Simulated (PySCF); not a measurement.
**Solvent effects on NMR parameters**

Atoms are numbered as in `[CH3:1][C:2](=[O:3])[O:4][CH:5]1[O:6][CH2:7][O:8][CH2:9][O:10]1`; H(Xn) means a hydrogen on atom n. Ha(C7), Ha(C9) are cis to O4 on the ring; Hb(C7), Hb(C9) are trans to O4 on the ring.

GIAO PBE0/pcSseg-1 in PySCF 2.14 on one PBE0-D3(BJ)/def2-SVP conformer, non-relativistic, equivalent nuclei averaged. Solvents enter as an IEF-PCM continuum (chloroform with ε = 4.7, methanol with ε = 32.6) around the gas-phase geometry. Shifts are referred to TMS computed in the same medium.

Gas phase, δ in ppm: C2 171.0, C5 101.9, C7/C9 87.8, C1 21.8, H(C5) 6.61, Ha(C7)/Ha(C9) 5.25, Hb(C7)/Hb(C9) 4.86, H(C1) 2.05. Dipole moment 3.50 D.

Question: How does each δ change in the continuum?

Answer: 
| atoms | environment | Δδ, chloroform | Δδ, methanol |
| --- | --- | --- | --- |
| C2 | ester carbonyl carbon | +3.8 | +5.3 |
| C5 | sp3 carbon bearing two oxygens | +0.5 | +0.6 |
| C7/C9 | sp3 carbon bearing two oxygens | +0.6 | +0.9 |
| C1 | methyl carbon α to a carbonyl | +1.0 | +1.5 |
| H(C5) | hydrogen on an sp3 carbon bearing two oxygens | -0.01 | -0.02 |
| Ha(C7)/Ha(C9) | hydrogen on an sp3 carbon bearing two oxygens | +0.13 | +0.19 |
| Hb(C7)/Hb(C9) | hydrogen on an sp3 carbon bearing two oxygens | +0.13 | +0.17 |
| H(C1) | hydrogen on a methyl carbon α to a carbonyl | +0.16 | +0.23 |

Changes are relative to the gas phase. The dipole moment becomes 4.20 D in chloroform, 4.50 D in methanol.

Question: Which nuclei move most (in ppm), and what does the model miss?

Answer: C2 (ester carbonyl carbon, +5.3 ppm) in methanol. A continuum only polarises the solute; specific hydrogen bonds, the anisotropy of aromatic solvents and changes of geometry or conformer are outside it.
